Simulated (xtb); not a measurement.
SnH3F, SMILES [F][SnH3]. All values are semi-empirical tight-binding results from xtb (GFN2-xTB unless named), good for trends rather than for accurate numbers. The structure is a stationary point at GFN2-xTB.

Optimised geometry:

```xyz
5

Sn     0.0000     0.0000    -0.2618
F      0.0000     0.0000     1.6625
H      1.4058     0.8116    -0.6238
H     -1.4058     0.8116    -0.6238
H      0.0000    -1.6233    -0.6238
```
Charge 0, spin multiplicity 1.

For metal compounds this method's bond lengths and energies can be far off.

The point group as xtb finds it comes out as C3v, the orbital gap is 6.50 eV and the zero-point energy is 11.8 kcal/mol. The G − E(el) at 298.15 K (modified RRHO) is -4.2 kcal/mol.

Give the atomic charges and the Wiberg bond orders between heavy atoms. (An estimate is asked for; the answer gives what the named calculation found.)

charges (e) Sn1 0.22, F2 -0.32, H3 0.03, H4 0.03, H5 0.03. Bond orders Sn1–F2 0.94.
